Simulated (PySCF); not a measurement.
## Dipole response of Ho (holmium, neutral)

[Xe] 4f10 5d1 6s2, one real determinant (an excited configuration). Computed with PySCF 2.14 in x2c-TZVPPall with one added diffuse shell each of s, p, d, f type (12s8p8d5f2g, 129 functions), with the spin-free X2C one-electron Hamiltonian (Gaussian nucleus). Coupled (time-dependent) response in atomic units; α is the mean over directions.

```
method  mean α (bohr³)         α xx, yy, zz  C₆ (like pair)  S(−4)
   UHF           214.1  187.8, 187.8, 266.6            3101  82210
```

S(−4) is the Cauchy moment in α(ω) = α(0) + S(−4) ω² + …

Spin-orbit coupling is absent.

α(iu) at UHF:

```json
{"u (hartree)": "0", "α(iu) (bohr³)": "214.1"}
{"u (hartree)": "0.0500", "α(iu) (bohr³)": "147.7"}
{"u (hartree)": "0.100", "α(iu) (bohr³)": "98.93"}
{"u (hartree)": "0.200", "α(iu) (bohr³)": "48.41"}
{"u (hartree)": "0.300", "α(iu) (bohr³)": "28.84"}
{"u (hartree)": "0.500", "α(iu) (bohr³)": "14.80"}
{"u (hartree)": "0.750", "α(iu) (bohr³)": "8.840"}
{"u (hartree)": "1.00", "α(iu) (bohr³)": "6.168"}
{"u (hartree)": "1.50", "α(iu) (bohr³)": "3.677"}
{"u (hartree)": "2.00", "α(iu) (bohr³)": "2.501"}
{"u (hartree)": "3.00", "α(iu) (bohr³)": "1.411"}
{"u (hartree)": "5.00", "α(iu) (bohr³)": "0.6676"}
```

A single London oscillator, α(iu) = α/(1 + u²/ω²), gives C₆ = (3/4) ω α². Matching the computed C₆ needs ω = 4 × 3101 / (3 × 214.1²) = 0.0902 hartree.

The components differ because the open shell of this determinant is not spherical; for a pure term their mean is the scalar polarisability.

⟨L²⟩ = 40.32 against 72 for a pure L term, so this real determinant mixes terms. Spin-orbit coupling, absent here, splits the open shell strongly. ⟨S²⟩ = 8.84 against 8.75 shows spin contamination.
